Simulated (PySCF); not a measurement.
Species: (Cl)3Si-O-SiH3.
Bonds: Si1–Cl2, Si1–Cl3, Si1–Cl4, Si1–O5, O5–Si6. Hydrogens: H7, H8, H9 on Si6.

The closed-shell ground state was solved at several levels (PySCF, density fitting, gas phase, non-relativistic). Geometry: PBE0-D3(BJ)/def2-SVP; no solvent, vibrations or thermal averaging.

| level | basis functions | total energy (Eh) | HOMO (eV) | LUMO (eV) | gap (eV) | dipole (D) |
| --- | --- | --- | --- | --- | --- | --- |
| CAM-B3LYP/def2-SVPD | 176 | -2036.2296 | -10.74 | 0.23 | 10.97 | 1.72 |
| KT2/pcSseg-1 | 152 | -2053.0995 | -8.05 | -1.63 | 6.42 | 1.92 |

(1) What might PBE0/pcSseg-1 (152 basis functions) give for the same quantities?

(2) Over all these levels, which gives the widest orbital gap and which the narrowest?

(3) How far do the dipole and the HOMO energy spread over the levels?

## Answers

(1) Total energy -2035.9860 Eh, HOMO -9.43 eV, LUMO -0.45 eV, gap 8.98 eV, dipole 2.00 D.

(2) CAM-B3LYP/def2-SVPD (range-separated hybrid) has the widest, 10.97 eV, and KT2/pcSseg-1 (GGA) the narrowest, 6.42 eV. Functional and basis both differ between the two, so the spread mixes both effects.

(3) The dipole runs from 1.72 to 2.00 D (mean 1.88 D) and the HOMO from -10.74 to -8.05 eV.
